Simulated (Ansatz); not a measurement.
Basis sets compared for MoO2(OH)2 (MoO4H2). Total charge 0; singlet. Geometry PBE0-D4/def2-SVP. Ansatz on 4 threads of Arm Neoverse V2 on a shared host; times are rough, and most runs start from earlier orbitals.

| atom | x (Å) | y (Å) | z (Å) |
| --- | --- | --- | --- |
| Mo1 | -0.081 | -0.117 | 0.341 |
| O2 | 0.812 | -1.221 | 1.226 |
| O3 | -1.402 | 0.368 | 1.246 |
| O4 | -0.691 | -0.910 | -1.233 |
| H5 | -0.392 | -1.752 | -1.596 |
| O6 | 0.997 | 1.353 | -0.051 |
| H7 | 0.757 | 2.279 | 0.067 |

In the def2 sets Mo takes a core potential; there is no spin–orbit coupling.

Binding counts from free atoms (Mo septet, O triplet, H doublet) in the same basis, without a counterpoise term.

```
                            level  functions  energy (Eh)  HOMO (eV)  LUMO (eV)  binding per atom (eV)  wall time
                  PBE-D4/def2-SVP         97    -369.9876      -7.35      -2.72                   4.78     0.85 s
                 PBE-D4/def2-TZVP        176    -370.3766      -7.50      -2.88                   4.72      1.5 s
r2SCAN-D4/def2-TZVP (with forces)        176    -370.5345      -7.89      -2.86                   4.46      3.4 s
                 PBE0-D4/def2-SVP         97    -369.8945      -9.11      -2.07                   4.32      1.1 s
                PBE0-D4/def2-TZVP        176    -370.2850      -9.17      -2.15                   4.29      1.9 s
```

(1) Estimate the rows for PBE-D4/def2-TZVPD, r2SCAN-D4/def2-TZVPD, PBE0-D4/def2-TZVPD.

Results:

(1) 
```csv
level,functions,energy (Eh),HOMO (eV),LUMO (eV),binding per atom (eV),wall time
PBE-D4/def2-TZVPD,218,-370.3815,-7.56,-2.96,4.72,2.2 s
r2SCAN-D4/def2-TZVPD,218,-370.5390,-7.91,-2.89,4.47,4.1 s
PBE0-D4/def2-TZVPD,218,-370.2897,-9.19,-2.20,4.30,2.7 s
```
